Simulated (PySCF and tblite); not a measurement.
The numbers below are computed, except where a source is named.
C7H6O3, numbered as in [CH3:1][C:2](=[O:3])[c:4]1[cH:5][cH:6][c:7](=[O:8])[o:9][cH:10]1.

Free energies: PBE0-D3(BJ)/pcSseg-1 (IEF-PCM, tetrahydrofuran) on GFN2-xTB structures plus GFN2-xTB thermal terms, symmetry and mirror images included. Conformers within 2.5 kcal/mol (GFN2-xTB free energy) were kept, 3 at most. Programs: PySCF with density fitting and tblite.

Torsions listed: O3–C2–C4–C5.

```json
{"conformer": "1", "shape": "180°", "symmetry": "Cs"}
{"conformer": "2", "shape": "0°", "symmetry": "Cs"}
```

Question: Which of these conformers is the most populated at 298.15 K, and with what share?

Answer: Conformer 2, about 83 %.

Question: Give the DFT energies and free energies relative to the lowest, and all weights.

Answer: 
| conformer | shape | E(DFT) kcal/mol | G(298.15 K) kcal/mol | weight % |
| --- | --- | --- | --- | --- |
| 1 | 180° | 0.87 | 0.94 | 17.1 |
| 2 | 0° | 0.00 | 0.00 | 82.9 |

Question: How does its share change from 250 K to 350 K?

Answer: From 87 % to 79 %; the mixing entropy goes from 0.78 to 1.01 cal/(mol K).


Conformer gaps in pcSseg-1 on xTB geometries can be 2 kcal/mol off for S=O, P=O and other polar bonds.